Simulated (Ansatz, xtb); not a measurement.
Two conformers of B2H4O2

We compare X, `BOBO`, a singlet, with Y, `BOBO`, a singlet. Both are isolated molecules in the gas phase, relaxed with BLYP-D3(BJ)/def2-SVP.

X (Å):

```xyz
8

B    -0.0477   -1.2238   -1.7577
B    -1.7012   -1.9013    0.2746
O    -0.9155   -1.5320   -0.7778
O    -3.0305   -1.5999    0.3181
H     0.5500   -0.1657   -1.7015
H     0.0995   -2.0049   -2.6788
H    -1.2212   -2.5119    1.2009
H    -3.3375   -1.1062   -0.4680
```

Y (Å):

```json
{"atom": "B", "x (Å)": "-1.1266", "y (Å)": "1.2106", "z (Å)": "0.5179"}
{"atom": "B", "x (Å)": "-0.4813", "y (Å)": "-0.8313", "z (Å)": "-1.1244"}
{"atom": "O", "x (Å)": "-0.5207", "y (Å)": "2.4161", "z (Å)": "0.2979"}
{"atom": "O", "x (Å)": "-0.8067", "y (Å)": "0.1784", "z (Å)": "-0.3020"}
{"atom": "H", "x (Å)": "0.4502", "y (Å)": "-1.5553", "z (Å)": "-0.8266"}
{"atom": "H", "x (Å)": "-1.1322", "y (Å)": "-0.9962", "z (Å)": "-2.1392"}
{"atom": "H", "x (Å)": "-0.8121", "y (Å)": "3.0932", "z (Å)": "0.9345"}
{"atom": "H", "x (Å)": "-1.9320", "y (Å)": "1.0264", "z (Å)": "1.4090"}
```

Task: Estimate which is lower in electronic energy at CCSD(T)/def2-TZVP, and by roughly how much.

Result: Too close to call at this level: CCSD(T)/def2-TZVP gives E(Y) − E(X) = −0.18 kcal/mol.

The same difference at several levels:

```csv
level,geometry,E(Y) − E(X) (kcal/mol),departure from the last row (kcal/mol),"job, with rough time for the two"
BLYP-D3(BJ)/def2-SVP,BLYP-D3(BJ)/def2-SVP,−0.15,+0.02,"optimisation, 2 min"
HF/def2-TZVP,BLYP-D3(BJ)/def2-SVP,−0.19,−0.02,part of the CCSD(T) run
MP2/def2-TZVP,BLYP-D3(BJ)/def2-SVP,−0.24,−0.07,part of the CCSD(T) run
CCSD(T)/def2-TZVP,BLYP-D3(BJ)/def2-SVP,−0.18,,"single point, 2.4 min"
```

The largest departure from CCSD(T)/def2-TZVP is that of MP2/def2-TZVP, 0.07 kcal/mol. Levels run at GFN2-xTB geometries aren't shown.

With harmonic frequencies from BLYP-D3(BJ)/def2-SVP (ideal gas, rigid rotor, one conformer each, 298.15 K, 1 atm): on the last row, ΔE + ΔZPE = −0.10 kcal/mol. A mode under 50 cm⁻¹ makes harmonic enthalpies and free energies unreliable, so none is given.

The correlated steps freeze 4 core orbitals. Run with Ansatz 0.2.0; the last row on 1 thread of AMD EPYC (Zen 3) on a shared host.
